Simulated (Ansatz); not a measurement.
Reaction (homolysis of the Cl–Ge bond): `[OH][Ge]([F])([F])[Cl]` → Cl• + `[OH][Ge]([F])[F]`•

Program: Ansatz. Geometries: PBE0-D4/def2-TZVP. ΔE: electronic, gas phase. CCSD(T)/CBS adds triple-zeta CCSD(T) − MP2 to the extrapolated MP2 energy (def2 sets, frozen cores). This one scheme is used for every species, atoms too. Functionals use def2-TZVPP. No spin–orbit coupling; open shells (•) take unrestricted orbitals. Spin–orbit coupling would lower the free atoms: a little for Cl. Bonds to Ge are less sure, by a few kJ/mol each and by 10 to 20 or more in all where they break to atoms, as the def2 sets lack core-valence functions. Scalar relativity is left out up to krypton. One conformer a species, not always the lowest.

Task: What is ΔE at CCSD(T)/CBS? (Best estimate.)

Result: The calculation gave: +425.6 kJ/mol.

Task: What do these levels give: r2SCAN-D4, r2SCANh-D4, PBE-QIDH, PBE, r2SCANh, HF/def2-SVP, MP2/def2-SVP, CCSD/def2-SVP, MP2/def2-TZVPP, SCS-MP2/def2-TZVPP, CCSD(T)/def2-TZVPP, HF/def2-QZVPP? (Estimate.)

Result: The calculation gave: r2SCAN-D4 404.2, r2SCANh-D4 404.6, PBE-QIDH 421.2, PBE 392.3, r2SCANh 403.1, HF/def2-SVP 314.6, MP2/def2-SVP 410.5, CCSD/def2-SVP 390.8, MP2/def2-TZVPP 430.9, SCS-MP2/def2-TZVPP 420.7, CCSD(T)/def2-TZVPP 412.6, HF/def2-QZVPP 316.0 kJ/mol.

Largest T1 diagnostic among the species: 0.015.

In def2-TZVPP, CCSD(T) changes the Hartree–Fock value by +95.7 kJ/mol (the triples alone add +8.2 kJ/mol) and MP2 by +113.9 kJ/mol; breaking electron pairs costs correlation energy, which Hartree–Fock lacks. At CCSD(T), def2-SVP lies −29.9 kJ/mol from the extrapolated value and def2-TZVPP −13.0 kJ/mol: correlation converges slowly with the basis, and small sets miss more of it in the bonded molecule than in its fragments. The D4 term adds +9.9 kJ/mol with B3LYP and +5.2 kJ/mol with PBE0; it sums over pairs of atoms, weighted by their polarisabilities, and B3LYP, whose exchange is more repulsive, gets the larger term.

B3LYP here is the variant with VWN-RPA as its local correlation; programs differ in this.
